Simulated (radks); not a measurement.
Values are calculated unless marked as measured or tabulated.
Species: Hg+. Configuration: [Xe] 4f14 5d10 6s1. Level of theory: scalar-relativistic Kohn-Sham, PBE, spin-unpolarised, spherical densities, finite nucleus; Fermi nuclear charge, rms radius 5.4648 fm (a radial shooting solver on a logarithmic mesh with Libxc functionals).

Unscreened Slater integrals over Kohn-Sham orbitals (eV).

| integral | value |
|---|---|
| F0(6s,6s) | 9.7718 |
| F0(6s,5d) | 11.598 |
| G2(6s,5d) | 2.7235 |
| F0(6s,5p) | 12.202 |
| G1(6s,5p) | 0.85590 |
| F0(6s,4f) | 12.875 |
| G3(6s,4f) | 0.32277 |
| F0(5d,5d) | 16.800 |
| F2(5d,5d) | 8.6172 |
| F4(5d,5d) | 5.6800 |
| F0(5d,5p) | 19.326 |
| F2(5d,5p) | 9.4626 |
| G1(5d,5p) | 11.349 |
| G3(5d,5p) | 7.0134 |
| F0(5d,4f) | 21.968 |
| F2(5d,4f) | 5.0081 |
| F4(5d,4f) | 2.3083 |
| G1(5d,4f) | 1.5496 |
| G3(5d,4f) | 1.4901 |
| G5(5d,4f) | 1.2011 |
| F0(5p,5p) | 23.545 |
| F2(5p,5p) | 12.680 |
| F0(5p,4f) | 29.079 |
| F2(5p,4f) | 8.9665 |
| G2(5p,4f) | 3.2928 |
| G4(5p,4f) | 2.8184 |
| F0(4f,4f) | 51.533 |
| F2(4f,4f) | 25.715 |
| F4(4f,4f) | 16.402 |
| F6(4f,4f) | 11.880 |
